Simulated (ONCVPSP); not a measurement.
nitrogen (N): ONCV pseudisation with Wu-Cohen, scalar-relativistic reference atom.

| Property | Result |
| --- | --- |
| Element | nitrogen (N) |
| Generator | ONCVPSP 4.0.1 |
| Type | optimised norm-conserving Vanderbilt (ONCV) |
| Functional | Wu-Cohen |
| Relativity | scalar-relativistic |
| Frozen core | [He] |
| Valence charge | 5 |
| Reference configuration | 2s1 2p4 |
| Partial waves | 2s: rc 0.75 bohr, ncon 4, nbas 7, qcut 10.4 1/bohr, 2 projectors, debl 1.9 Ha; 2p: rc 1.18 bohr, ncon 4, nbas 8, qcut 10.3 1/bohr, 1 projector; d scattering state at 0.39 Ha: rc 1.20 bohr, ncon 5, nbas 8, qcut 6.8 1/bohr, 3 projectors, debl 3.8 Ha |
| Local potential | polynomial inside 0.75 bohr (lpopt 5, dvloc0 0 Ha) |
| Core correction | none |

- Cutoffs needed: 37 Ha and 179 Ha (the cutoffs (Ha) at which the residual kinetic energy of the hardest occupied pseudo-wave falls to 1 and 0.1 mHa per electron)
- Ghost test: ghosts flagged at negative energy: s at -271.9 eV; GHOST(+) flags only above 600 eV; a true bound ghost makes a file unfit for plane-wave use
- Largest excitation error: +329 meV (all-electron minus pseudo) for 2s2 2p0, out of 4 test configurations
